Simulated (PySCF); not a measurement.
Numbering as in the mapped SMILES `[F:1][C:2]1=[CH:3][C@@H:4]2[O:5][C@H:6]1[CH:7]=[C:8]2[O:9][C:10]([F:11])([F:12])[F:13]`; H(Xn) means a hydrogen on atom n.

Theory: σ from GIAO-PBE0/pcSseg-1, GFN2-xTB geometry, in PySCF 2.14 (fast rotation and ring inversion assumed for equivalent nuclei, no relativistic terms, no solvent model, one computed conformer).

Q: Predict the 2D correlation tables (HSQC, COSY, HMBC).

A: 

HSQC (one-bond C–H):
```tsv
δH	δC
6.56 (H(C7))	122.9 (C7)
6.27 (H(C3))	117.3 (C3)
4.97 (H(C4))	85.2 (C4)
4.92 (H(C6))	84.8 (C6)
```

COSY cross peaks (H two or three bonds apart, from the bond graph; peaks can be absent where the dihedral angle is near 90°):
```tsv
δH	δH
6.56 (H(C7))	4.92 (H(C6))
6.27 (H(C3))	4.97 (H(C4))
```

HMBC (two and three bonds, from the bond graph):
```tsv
δH	δC
6.56 (H(C7))	201.2 (C2), 184.9 (C8), 85.2 (C4), 84.8 (C6)
6.27 (H(C3))	201.2 (C2), 184.9 (C8), 85.2 (C4), 84.8 (C6)
4.97 (H(C4))	201.2 (C2), 184.9 (C8), 122.9 (C7), 117.3 (C3), 84.8 (C6)
4.92 (H(C6))	201.2 (C2), 184.9 (C8), 122.9 (C7), 117.3 (C3), 85.2 (C4)
```

Scale: TMS for ¹H, ¹³C (reference shieldings calculated alike).

Shifts are as computed. Against solution values, carbons near 30 ppm lie about +3 ppm off and those near 130 ppm about +5 ppm. Of 1211 compounds with measured shifts, 218 miss one by over three times the rms of a fit or turn the order of signals round; such compounds aren't used in these exercises.
